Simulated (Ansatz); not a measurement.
`C[O][Al]([CH3])[OH]`. The species carries charge 0 and has multiplicity 1. All single points use the PBE0-D4/def2-TZVP geometry. It is one conformer, not always the lowest.

```xyz
12

C    -0.772   -0.129    1.927
O    -0.845   -0.718    0.664
Al   -0.090   -0.432   -0.821
C     1.214    0.976   -1.089
O    -0.517   -1.442   -2.113
H    -0.458   -0.868    2.673
H    -0.063    0.708    1.966
H    -1.755    0.251    2.227
H     2.068    0.862   -0.414
H     1.592    0.977   -2.113
H     0.783    1.961   -0.889
H    -1.157   -2.146   -2.019
```

**Question.** What is the dipole moment at r2SCAN/def2-TZVPP? (Estimate.)

**Answer.** Ansatz gave: 1.14 D, with components (-0.01, 0.42, 1.06) D in this frame, pointing from negative to positive charge.

**Question.** And with PBE, B3LYP, ωB97M-V? (Best estimate.)

**Answer.** Ansatz gave: PBE 1.10 D, B3LYP 1.20 D, ωB97M-V 1.21 D.

**Question.** Give the Mulliken charges with r2SCAN, ωB97M-V, B3LYP in def2-TZVPP. (An estimate is asked.)

**Answer.** Computed: 
| atom | r2SCAN | ωB97M-V | B3LYP |
| --- | --- | --- | --- |
| C1 | 0.02 | -0.16 | -0.11 |
| O2 | -0.40 | -0.37 | -0.39 |
| Al3 | 0.69 | 0.66 | 0.65 |
| C4 | -0.41 | -0.55 | -0.47 |
| O5 | -0.44 | -0.40 | -0.42 |
| H6 | 0.05 | 0.11 | 0.09 |
| H7 | 0.03 | 0.09 | 0.08 |
| H8 | 0.05 | 0.11 | 0.09 |
| H9 | 0.07 | 0.11 | 0.09 |
| H10 | 0.08 | 0.13 | 0.11 |
| H11 | 0.07 | 0.11 | 0.09 |
| H12 | 0.19 | 0.16 | 0.17 |

B3LYP here is the variant with VWN-RPA as its local correlation; programs differ in this.
